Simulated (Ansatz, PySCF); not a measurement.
Molecule: C3 (charge 0, singlet). 
Structure (B3LYP-D3(BJ)/def2-TZVP (Ansatz, a quantum-chemistry and plane-wave program) minimum search):
```
C
C 1 1.2873
C 1 1.2873 2 180.00
```

Total electronic energies in hartree. Valence correlation only, unless marked. No spin-orbit coupling. No relativistic terms. Basis-set limits of correlation are two-point, X^-3; Hartree-Fock from the larger set. The bracket is a focal-point correction in the basis named.

The Hartree-Fock reference is unstable (checked in the largest basis), which strains HF and MP2. 

```
level                                                     program  energy (Eh)
-------------------------------------------------  --------------  -----------
HF/cc-pVQZ                                                 Ansatz   -113.39601
RI-HF/cc-pVQZ                                              Ansatz   -113.39597
revPBE-D3(BJ)/def2-TZVPD                           Ansatz + dftd3   -114.06660
TPSS/def2-TZVPD                                             PySCF   -114.10938
B3LYP-D3(BJ)/def2-TZVPD                            Ansatz + dftd3   -114.09225
PBE0/STO-3G                                                Ansatz   -112.45070
PBE0-D4/def2-TZVP                                  Ansatz + dftd4   -113.93190
TPSSh/def2-TZVPD                                            PySCF   -114.09061
r2SCANh-D4/def2-TZVPD                              Ansatz + dftd4   -113.99932
MN15/def2-TZVPD                                             PySCF   -113.94524
HSE06-D3(BJ)/def2-TZVPD                            Ansatz + dftd3   -113.92602
HSE06-D4/def2-TZVPD                                Ansatz + dftd4   -113.92609
SCS-MP2/STO-3G                                             Ansatz   -112.08306
SCS-MP2/aug-cc-pVDZ                                        Ansatz   -113.70242
SCS-MP2/cc-pVQZ                                            Ansatz   -113.81841
CCSD/6-31G                                                 Ansatz   -113.55770
CCSD/cc-pVDZ                                               Ansatz   -113.71426
CCSD/aug-cc-pVTZ                                           Ansatz   -113.80505
CCSD/aug-cc-pVQZ                                           Ansatz   -113.82798
CCSD(T)/STO-3G                                             Ansatz   -112.11680
CCSD(T)/aug-cc-pVDZ                                        Ansatz   -113.75298
RI-MP2/CBS(cc-pVTZ,cc-pVQZ)+[CCSD(T)-MP2]/cc-pVQZ          Ansatz    -113.8784
CCSD(T)/CBS(aug-cc-pVTZ,aug-cc-pVQZ)                       Ansatz    -113.8760
```

Totals of different functionals don't rank their quality; only differences between species are comparable.
